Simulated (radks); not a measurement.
Question: All-electron atom: Rh II in [Ar] 3d10 4s2 4p5 4d8 5p1 (not the ground configuration). Method: scalar-relativistic Kohn-Sham, B86b exchange with PBE correlation, spin-polarised, spherical densities, finite nucleus; open shells are filled with parallel spins first (spin-orbit coupling, left out, can overturn this in heavy ions); Fermi nuclear charge, rms radius 4.4945 fm; computed with a radial shooting solver on a logarithmic mesh with Libxc functionals. Some entries of the table are withheld. Estimate them.

orbital,occ.,eigenvalue (hartree),<r> (bohr),<1/r> (bohr^-1)
1s up,1,-847.3683,0.03263,47.05
1s down,1,-847.3601,0.03263,47.05
2s up,1,-123.3496,0.1419,10.65
2s down,1,-123.3324,0.1419,10.65
2p up,3,-110.6112,0.1237,10.32
2p down,3,-110.5940,0.1237,10.32
3s up,1,-22.52330,0.3906,3.711
3s down,1,-22.50863,0.3905,3.711
3p up,3,-18.33461,0.3904,3.535
3p down,3,-18.31789,0.3903,3.535
3d up,5,-11.63590,0.3703,3.307
3d down,5,-11.61469,0.3701,3.308
4s up,1,-3.61076,0.9742,1.409
4s down,1,-3.51326,0.9741,1.411
4p up,3,-2.42061,1.069,(1)
4p down,2,-2.32334,1.070,(2)
4d up,5,-0.73092,1.430,0.9363
4d down,3,-0.64400,1.454,0.9241
5s up,0,(3),2.771,0.4629
5s down,0,(4),2.804,0.4568
5p up,1,-0.30703,(5),0.3621
5p down,0,-0.25896,(6),0.3565

Answer: 
(1) 4p up <1/r> (bohr^-1): 1.265
(2) 4p down <1/r> (bohr^-1): 1.264
(3) 5s up eigenvalue (hartree): -0.50393
(4) 5s down eigenvalue (hartree): -0.45104
(5) 5p up <r> (bohr): 3.494
(6) 5p down <r> (bohr): 3.546
